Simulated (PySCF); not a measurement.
AlH2, SMILES [AlH2+], charge +1. Atoms are numbered in the order given.

```xyz
3

Al     0.0000     0.0000     0.0000
H      0.0000     0.0000    -1.5497
H      0.0000     0.0000     1.5497
```
Charge +1, spin multiplicity 1.

Geometry: B3LYP-D3(BJ)/def2-TZVPD. The spin state was assumed, not searched. The isomer is the one that the SMILES or the coordinates give; other isomers of the formula were not compared.

These are B3LYP-D3(BJ)/def2-TZVPD (PySCF) values and carry that method's errors.

Frequencies are harmonic and unscaled.

Modes within 1.5 cm⁻¹ of each other (mostly degenerate sets) share a row, with their intensities summed.

```tsv
mode	ν (cm⁻¹)	IR (km/mol)	Raman (Å⁴/amu)	depolarisation	moving atoms (share of kinetic energy)
1–2	557	282.6	0.0	–	H 93 %
3	2012	0.0	403.2	0.12	H 100 %
4	2109	0.1	0.0	–	H 93 %
```
